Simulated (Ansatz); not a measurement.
Geometry optimisation, Ansatz 0.2.0, RKS PBE0/def2-SVP.

Input:

```yaml
crystal:
  periodic: [false, false, false]
  atoms:
    - { symbol: "N", position_ang: [-1.3638, 1.4333, 1.5827] }
    - { symbol: C, position_ang: [-0.2854, 0.8126, 0.928] }
    - { symbol: C, position_ang: [-0.724, -0.5814, 0.4465] }
    - { symbol: B, position_ang: [0.6099, -1.3592, -0.192] }
    - { symbol: Si, position_ang: [1.3414, -0.7802, -1.872] }
    - { symbol: H, position_ang: [-2.1222, 1.7162, 0.8337] }
    - { symbol: H, position_ang: [-1.0474, 2.3975, 1.9466] }
    - { symbol: H, position_ang: [0.5907, 0.7497, 1.6547] }
    - { symbol: H, position_ang: [0.07, 1.4425, 0.1067] }
    - { symbol: H, position_ang: [-1.0615, -1.1662, 1.3519] }
    - { symbol: H, position_ang: [-1.5156, -0.508, -0.2705] }
    - { symbol: H, position_ang: [0.9392, -2.3615, 0.3271] }
    - { symbol: H, position_ang: [1.8642, 0.5946, -1.6854] }
    - { symbol: H, position_ang: [0.2828, -0.7146, -2.8842] }
    - { symbol: H, position_ang: [2.4, -1.726, -2.2444] }
basis:
  gaussian: { orbitals: def2-SVP }
hamiltonian:
  xc: pbe0
relax:
  f_tol: 0.015
  max_steps: 40
```

Command:

```bash
$ ansatz run input.yaml --threads 2 --pin off --max-ram 3072MiB --backend cpu --events-out ev --progress --plain --runs-dir out
```

Problem. Where does it end, and by what steps?

Solution. The forces met the threshold. The force dipped under the threshold on the way, but the program's further checks kept it going. After 32 steps the energy has fallen by 0.810 eV; H12 moved furthest, 1.15 Å.

```csv
step,energy less start (eV),largest force component (eV/Å),accepted
0,0.0000,3.621,yes
2,-0.6688,0.433,yes
4,-0.6871,0.052,yes
6,-0.7097,0.178,yes
8,-0.7661,0.330,yes
10,-0.7811,0.397,yes
12,-0.8042,0.053,yes
14,-0.8069,0.075,yes
16,-0.8078,0.052,yes
18,-0.8081,0.035,yes
20,-0.8084,0.013,yes
22,-0.8087,0.027,yes
24,-0.8090,0.036,yes
26,-0.8093,0.056,yes
28,-0.8095,0.032,yes
30,-0.8098,0.009,yes
32,-0.8099,0.012,yes
```

```xyz
15
Properties=species:S:1:pos:R:3
N -1.239 1.512 1.723
C -0.389 0.922 0.708
C -0.609 -0.580 0.614
B 0.248 -1.433 -0.368
Si 1.568 -0.731 -1.738
H -2.220 1.410 1.467
H -1.067 2.512 1.803
H 0.661 1.113 0.990
H -0.508 1.363 -0.307
H -0.549 -1.035 1.623
H -1.659 -0.801 0.319
H 0.061 -2.632 -0.360
H 2.147 0.617 -1.434
H 0.828 -0.609 -3.042
H 2.706 -1.679 -1.969
```

Run time: 2.1 min on 2 threads of Arm Neoverse V1, with other jobs on the host, peak memory 0.3 GiB.
